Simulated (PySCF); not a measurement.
## Radial density of Si (silicon, neutral)

UHF, [Ne] 3s2 3p2, high-spin 3P determinant. All numbers are calculated (PySCF 2.14, the non-relativistic Hamiltonian (point nucleus), in 6-31G*).

| r (bohr) | 4πr²ρ (e/bohr) | 4πr²(ρα − ρβ) |
| --- | --- | --- |
| 0.00212 | 0.09228 | 0.0000 |
| 0.00357 | 0.2546 | 0.0000 |
| 0.00600 | 0.6779 | 0.0000 |
| 0.0101 | 1.701 | 0.0000 |
| 0.0170 | 3.983 | 0.0000 |
| 0.0286 | 8.151 | 0.0003 |
| 0.0480 | 13.51 | 0.0019 |
| 0.0808 | 15.76 | 0.0099 |
| 0.136 | 11.76 | 0.0391 |
| 0.229 | 10.08 | 0.0971 |
| 0.385 | 14.32 | 0.1087 |
| 0.647 | 9.286 | 0.0080 |
| 1.09 | 2.108 | 0.1802 |
| 1.83 | 1.840 | 0.7458 |
| 3.08 | 0.9796 | 0.5721 |
| 5.18 | 0.1109 | 0.0885 |
| 8.71 | 0.0003206 | 0.0003 |
